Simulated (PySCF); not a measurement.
C₁₀H₁₄.
Numbering: `[CH3:1][CH2:2][CH2:3][C:4]1=[CH:5][CH:6]=[CH:7][CH2:8][CH:9]=[CH:10]1` (hydrogens: H11, H12, H13 on C1; H14, H15 on C2; H16, H17 on C3; H18 on C5; H19 on C6; H20 on C7; H21, H22 on C8; H23 on C9; H24 on C10)

Structure used (PBE0-D3(BJ)/def2-SVP), in Å, numbered top down from 1:
```xyz
24
C10H14 angstrom
C      3.906    1.344    0.370
C      2.393    1.231    0.463
C      1.821    0.105   -0.400
C      0.320    0.018   -0.331
C     -0.281   -1.057    0.266
C     -1.696   -1.336    0.315
C     -2.673   -0.405    0.372
C     -2.354    1.049    0.549
C     -1.655    1.500   -0.698
C     -0.422    1.057   -1.023
H      4.229    1.554   -0.662
H      4.292    2.151    1.010
H      4.397    0.408    0.683
H      2.088    1.063    1.510
H      1.925    2.185    0.165
H      2.129    0.272   -1.449
H      2.267   -0.855   -0.093
H      0.383   -1.851    0.627
H     -1.984   -2.393    0.294
H     -3.720   -0.716    0.298
H     -1.677    1.173    1.415
H     -3.260    1.640    0.737
H     -2.161    2.208   -1.362
H      0.072    1.497   -1.897
```

Computed, not measured: PySCF 2.14.0, PBE0-D3(BJ)/def2-SVP geometry optimisation, gas phase.

Masses are those of the commonest isotopes; rigid-rotor values at the optimised geometry. The values belong to one conformer with, in the numbering `[CH3:1][CH2:2][CH2:3][C:4]1=[CH:5][CH:6]=[CH:7][CH2:8][CH:9]=[CH:10]1`, C1–C2–C3–C4 -179°, C2–C3–C4–C5 -112°, C4–C5–C6–C7 -33°, C6–C7–C8–C9 67°, C7–C8–C9–C10 -68°, C3–C4–C10–C9 -152°.

Give the principal moments of inertia and the rotational constants in cm⁻¹.

Ia = 175.83, Ib = 688.29, Ic = 776.78 u·Å²; 505379 MHz·u·Å²/I gives 2874, 734.3 and 650.6 MHz, that is A = 0.09587, B = 0.02449, C = 0.02170 cm⁻¹.

What kind of rotor is it?

A near-prolate asymmetric top; Ray's κ = -0.925.

What does the inertial defect say?

Not planar: Δ = Ic − Ia − Ib = -87.34 u·Å². For a rigid frame Δ = −2 Σ m c², so Σ m c² = 43.67 u·Å² lies off the ab plane: 14.53 from hydrogen and 29.14 from heavier atoms. The atom farthest from that plane is 1.63 Å away.

Give the other two planar moments, Paa and Pbb, and the rms extents of the mass along the axes.

Paa = Σ m a² = (Ib + Ic − Ia)/2 = 644.62 and Pbb = Σ m b² = (Ia + Ic − Ib)/2 = 132.16 u·Å². With the mass M = 134.11 u, the rms extents √(P/M) along a, b and c are 2.19, 0.99, 0.57 Å.

Predict some low-J microwave lines.

The dipole components are |μa| = 0.09 D, |μb| = 0.29 D, |μc| = 0.01 D. Intensities carry the squares of the components, which stand as 0.10 : 1.00 : 0.00 (a : b : c). Some lines, for components of 0.1 D or more:

```tsv
type	branch	J(Ka,Kc)	MHz	lower level (cm⁻¹)
b	R	2(0,2) ← 1(1,1)	627	0.118
b	R	3(0,3) ← 2(1,2)	2086	0.207
b	Q	1(1,0) ← 1(0,1)	2224	0.046
b	Q	2(1,1) ← 2(0,2)	2310	0.139
b	Q	3(1,2) ← 3(0,3)	2443	0.277
b	R	1(1,1) ← 0(0,0)	3525	0.000
b	R	2(1,2) ← 1(0,1)	4826	0.046
b	R	3(1,3) ← 2(0,2)	6086	0.139
b	Q	3(2,1) ← 3(1,2)	6308	0.358
b	Q	2(2,0) ← 2(1,1)	6422	0.216
b	Q	2(2,1) ← 2(1,2)	6671	0.207
b	Q	3(2,2) ← 3(1,3)	6798	0.342
b	R	2(2,1) ← 1(1,0)	9273	0.120
b	R	2(2,0) ← 1(1,1)	9359	0.118
b	R	3(2,2) ← 2(1,1)	10575	0.216
b	R	3(2,1) ← 2(1,2)	10838	0.207
b	Q	3(3,0) ← 3(2,1)	10899	0.569
b	Q	3(3,1) ← 3(2,2)	10911	0.568
b	R	3(3,1) ← 2(2,0)	15063	0.430
b	R	3(3,0) ← 2(2,1)	15065	0.430
```

Estimate the classical rotational partition function at 10 K, 25 K and 500 K.

Point group C1, symmetry number σ = 1; q = (√π/σ)·√((kT/h)³/(ABC)), k/h = 20836.6 MHz/K: 4550 at 10 K, 18000 at 25 K, 1610000 at 500 K.

Stationary, but not proved a minimum. These are rigid-rotor constants of the computed structure; measured ground-state constants (B0) also hold zero-point vibration. A rigid rotor knows nothing of internal rotation, which can split or shift real lines.
